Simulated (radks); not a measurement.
The numbers below are computed, except where a source is named.
Task: The mean radii <r> (bohr) of the occupied orbitals of an atom or ion are listed with their occupations. Code: a radial shooting solver on a logarithmic mesh with Libxc functionals. Model: scalar-relativistic Kohn-Sham, SCAN, spin-polarised, spherical densities, finite nucleus; meta-GGA in the generalised Kohn-Sham scheme; Fermi nuclear charge, rms radius of each element as measured or else 0.836 A^(1/3) + 0.57 fm.

orbital  occ.      <r>
1s up       1  0.02232
1s down     1  0.02232
2s up       1  0.09434
2s down     1  0.09425
2p up       3  0.08316
2p down     3  0.08306
3s up       1   0.2334
3s down     1   0.2338
3p up       3   0.2285
3p down     3   0.2290
3d up       2   0.2028

Name the element and its charge. Open shells, if any, are filled with parallel spins first.

Result: Z = 63, europium, charge +43: Eu43+ in [Ar] 3d2. The 1s radius gives Z: for a bare nucleus <r> = (2 gamma + 1)/(2Z) with gamma = sqrt(1 - (Z/c)^2), 0.02203 bohr for Z = 63, and screening makes it slightly larger (0.02232 here). The occupations add up to 20, and the charge is Z minus that.
